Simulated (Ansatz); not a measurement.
AlCl3 (SMILES [Cl][Al]([Cl])[Cl]), singlet, at a GFN2-xTB geometry (such geometries of metal compounds can be far from the true shape); CCSD(T)/def2-SVP (Ansatz, a first-principles code).

Ansatz was given this input:
Ansatz 0.2 input:
```yaml
crystal:
  periodic: [false, false, false]
  atoms:
    - {symbol: Al, position_ang: [0.00007163, -0.00003268, -0.01168397]}
    - {symbol: Cl, position_ang: [0.01172470, 2.02980854, -0.00262734]}
    - {symbol: Cl, position_ang: [1.75194248, -1.02503148, 0.01658624]}
    - {symbol: Cl, position_ang: [-1.76372195, -1.00475207, -0.00502410]}
basis:
  gaussian:
    orbitals: def2-SVP
magnetization: {spin_polarized: false}
correlation: {method: ccsd_t, diis_vectors: 2}
```

It wrote (shortened):

```
Functional definition: HF
632 factors; integrals over basis functions are off by at most 9.9e-4 eV
mean field evaluation 1: about -44084.6887 eV, gradient 1.8e1 eV
mean field evaluation 2: about -44084.8947 eV, gradient 1.9e1 eV
mean field evaluation 4: about -44086.0112 eV, gradient 1.1e0 eV
mean field evaluation 8: about -44086.0351 eV, gradient 7.6e-6 eV
mean field evaluation 16: about -44085.6632 eV, gradient 1.0e0 eV
mean field -44086.03508281 eV, -1620.1319067055 hartree, gradient 8.4e-6 eV, S^2 0.000000; 0 other end points of the search recorded, 0 dependent functions left out
20 core orbitals not correlated
reference -44086.03508281 eV, -1620.1319067055 hartree; 12, 12 occupied and 40, 40 virtual orbitals, 632 factors
second order -12.16160745 eV of doubles, -0.00000000 eV of singles
cycle   1  -12.91997358 eV  change   -7.6e-1 eV  update   6.2e-2
cycle   2  -13.13105444 eV  change   -2.1e-1 eV  update   1.7e-2
cycle   3  -13.16336077 eV  change   -3.2e-2 eV  update   7.5e-3
cycle   4  -13.16339368 eV  change   -3.3e-5 eV  update   1.8e-3
cycle   5  -13.16202823 eV  change    1.4e-3 eV  update   6.4e-4
cycle   6  -13.16132652 eV  change    7.0e-4 eV  update   1.7e-4
cycle   7  -13.16100427 eV  change    3.2e-4 eV  update   7.2e-5
cycle   8  -13.16094171 eV  change    6.3e-5 eV  update   2.3e-5
cycle   9  -13.16093456 eV  change    7.1e-6 eV  update   7.9e-6
perturbative correction -0.25969257 eV, -0.0095435259 hartree
Total energy: -44099.45570995 eV, -1620.6251056558 hartree
```
